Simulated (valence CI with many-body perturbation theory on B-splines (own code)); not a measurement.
Level structure of Tm46+

Method: configuration interaction combined with many-body perturbation theory (CI+MBPT): five valence electrons over a frozen Dirac-Fock core [Ar], radial functions for each j: 7 s, 7 p, 8 d, 6 f, 4 g, 1 h, with the one-electron correlation potential Σ1 (screened to all orders), the two-electron term Σ2, the three-electron term Σ3, Breit, model QED; selected single and double excitations, second order for the rest, scaled by the run's own slope (own B-spline code, finite nucleus).

The last digits are not significant, and no measured levels were compared; by estimate large intervals hold to a few tenths of a per cent, small ones and those within an open d or f shell to about a per cent. Among the levels kept, up to 550 cm⁻¹ of a level comes from second order outside the variational space, and about a tenth of that is noise between levels of different J, which matters for small intervals. Only levels of the ground parity were solved; by the run's estimate the other parity begins above the list, which can be wrong where configurations are misplaced.

Levels 1 to 32 of 32, with energies above the lowest level, (3d3/2^4 3d5/2) J=5/2. "Leading %" is the weight of the configuration and term that name the level; weights of strongly mixed levels are sums over their largest components and can fall short, so below about 35 % the name and the second component can differ from the true leading terms, or belong to a minority configuration. In the jj column 3d3/2^4 stands for four electrons in 3d with j = 3/2. Lifetimes count E1, E2, E3, M1 and M2 decay at the calculated energies, and are blank where another channel may lead or the interval is too uncertain; long ones can be off by a factor of two.

| No. | Configuration | Term | J | E (eV) | Leading % | Lifetime | Second component | Leading jj |
| --- | --- | --- | --- | --- | --- | --- | --- | --- |
| 1 | 3d⁵ | ⁴P | 5/2 | 0.00 | 27 |  | 24 % 3d⁵ ²D | 3d3/2^4 3d5/2 (95 %) |
| 2 | 3d⁵ | ⁶S | 5/2 | 39.33 | 37 | 889 ns | 23 % 3d⁵ ²F | 3d3/2^3 3d5/2^2 (91 %) |
| 3 | 3d⁵ | ⁴G | 7/2 | 50.31 | 34 | 1.78 μs | 25 % 3d⁵ ²F | 3d3/2^3 3d5/2^2 (99 %) |
| 4 | 3d⁵ | ²H | 11/2 | 51.66 | 43 |  | 35 % 3d⁵ ⁴G | 3d3/2^3 3d5/2^2 (98 %) |
| 5 | 3d⁵ | ⁴D | 3/2 | 51.79 | 39 | 718 ns | 30 % 3d⁵ ⁴P | 3d3/2^3 3d5/2^2 (98 %) |
| 6 | 3d⁵ | ⁴G | 9/2 | 56.39 | 31 | 572 μs | 29 % 3d⁵ ²G | 3d3/2^3 3d5/2^2 (96 %) |
| 7 | 3d⁵ | ⁴D | 5/2 | 59.43 | 30 | 17.7 μs | 30 % 3d⁵ ²D | 3d3/2^3 3d5/2^2 (93 %) |
| 8 | 3d⁵ | ⁴P | 1/2 | 62.03 | 46 | 71.6 μs | 28 % 3d⁵ ²S | 3d3/2^3 3d5/2^2 (89 %) |
| 9 | 3d⁵ | ²F | 7/2 | 63.87 | 39 | 20.0 μs | 31 % 3d⁵ ²G | 3d3/2^3 3d5/2^2 (97 %) |
| 10 | 3d⁵ | ²D | 3/2 | 77.94 | 60 | 6.16 μs | 21 % 3d⁵ ⁴F | 3d3/2^3 3d5/2^2 (86 %) |
| 11 | 3d⁵ | ⁶S | 5/2 | 88.92 | 31 | 387 ns | 28 % 3d⁵ ²D | 3d3/2^2 3d5/2^3 (90 %) |
| 12 | 3d⁵ | ⁴D | 7/2 | 96.48 | 52 | 724 ns | 41 % 3d⁵ ⁴G | 3d3/2^2 3d5/2^3 (99 %) |
| 13 | 3d⁵ | ²I | 11/2 | 97.09 | 50 | 1.06 μs | 48 % 3d⁵ ⁴G | 3d3/2^2 3d5/2^3 (99 %) |
| 14 | 3d⁵ | ⁴G | 9/2 | 98.94 | 60 | 1.08 μs | 36 % 3d⁵ ²G | 3d3/2^2 3d5/2^3 (96 %) |
| 15 | 3d⁵ | ²I | 13/2 | 101.81 | 100 | 5.44 μs |  | 3d3/2^2 3d5/2^3 (100 %) |
| 16 | 3d⁵ | ⁴D | 1/2 | 102.76 | 78 | 582 ns | 15 % 3d⁵ ²S | 3d3/2^2 3d5/2^3 (97 %) |
| 17 | 3d⁵ | ⁴P | 3/2 | 103.95 | 53 | 388 ns | 34 % 3d⁵ ⁴F | 3d3/2^2 3d5/2^3 (97 %) |
| 18 | 3d⁵ | ²F | 5/2 | 105.23 | 42 | 722 ns | 31 % 3d⁵ ⁴D | 3d3/2^2 3d5/2^3 (96 %) |
| 19 | 3d⁵ | ²H | 9/2 | 110.09 | 53 | 581 ns | 47 % 3d⁵ ⁴F | 3d3/2^2 3d5/2^3 (100 %) |
| 20 | 3d⁵ | ²G | 7/2 | 112.33 | 61 | 2.00 μs | 35 % 3d⁵ ²F | 3d3/2^2 3d5/2^3 (100 %) |
| 21 | 3d⁵ | ⁴F | 5/2 | 114.11 | 63 | 559 ns | 26 % 3d⁵ ²D | 3d3/2^2 3d5/2^3 (98 %) |
| 22 | 3d⁵ | ²D | 3/2 | 115.15 | 86 | 1.44 μs | 10 % 3d⁵ ⁴D | 3d3/2^2 3d5/2^3 (86 %) |
| 23 | 3d⁵ | ²G | 7/2 | 120.08 | 46 | 1.03 μs | 36 % 3d⁵ ²F | 3d3/2^2 3d5/2^3 (95 %) |
| 24 | 3d⁵ | ⁴P | 1/2 | 120.19 | 40 | 689 ns | 36 % 3d⁵ ²P | 3d3/2^2 3d5/2^3 (82 %) |
| 25 | 3d⁵ | ²G | 9/2 | 128.01 | 77 | 1.78 μs | 11 % 3d⁵ ²H | 3d3/2^2 3d5/2^3 (96 %) |
| 26 | 3d⁵ | ²P | 3/2 | 142.29 | 74 | 1.69 μs | 24 % 3d⁵ ²D | 3d3/2^2 3d5/2^3 (97 %) |
| 27 | 3d⁵ | ²D | 5/2 | 143.70 | 54 | 492 ns | 15 % 3d⁵ ⁴D | 3d3/2^2 3d5/2^3 (62 %) |
| 28 | 3d⁵ | ²F | 5/2 | 147.38 | 32 | 308 ns | 24 % 3d⁵ ²D | 3d3/2 3d5/2^4 (69 %) |
| 29 | 3d⁵ | ⁴F | 7/2 | 154.41 | 29 | 352 ns | 28 % 3d⁵ ²F | 3d3/2 3d5/2^4 (99 %) |
| 30 | 3d⁵ | ²H | 11/2 | 156.00 | 56 | 441 ns | 27 % 3d⁵ ²I | 3d3/2 3d5/2^4 (99 %) |
| 31 | 3d⁵ | ²D | 3/2 | 157.48 | 31 | 281 ns | 30 % 3d⁵ ⁴D | 3d3/2 3d5/2^4 (97 %) |
| 32 | 3d⁵ | ²G | 9/2 | 162.92 | 57 | 504 ns | 17 % 3d⁵ ⁴F | 3d3/2 3d5/2^4 (96 %) |

The ionisation energy to 3d⁴ ³P0 of the next ion comes out as 3895 eV (NIST: 3895 ± 4 eV (theoretical)). All 32 levels together are meant to be complete up to 163.78 eV.
